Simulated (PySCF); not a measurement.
C4H6BFO, SMILES CB1CO/C1=C\F. The structure is a stationary point at B3LYP-D3(BJ)/def2-SVP. The structure was generated by enumeration; whether it is a known compound was not checked.

**Question.** Give the equilibrium geometry at B3LYP-D3(BJ)/def2-SVP (PySCF confirms it by a frequency run) as Cartesian coordinates in Å. (Estimate from the structure and the level; the computed values follow.)

**Answer.** 
```xyz
13

C     -2.1753    -1.3026    -0.7443
B     -1.1971    -0.2204    -0.2117
C     -1.2898     1.2765     0.3507
O      0.1725     1.2806     0.5092
C      0.3181    -0.0107     0.0331
C      1.4659    -0.6986    -0.1034
F      2.6626    -0.2051     0.2151
H     -2.6816    -0.9232    -1.6516
H     -2.9831    -1.4872    -0.0135
H     -1.6993    -2.2627    -0.9931
H     -1.7896     1.4349     1.3225
H     -1.6113     2.0732    -0.3428
H      1.4935    -1.7206    -0.4893
```
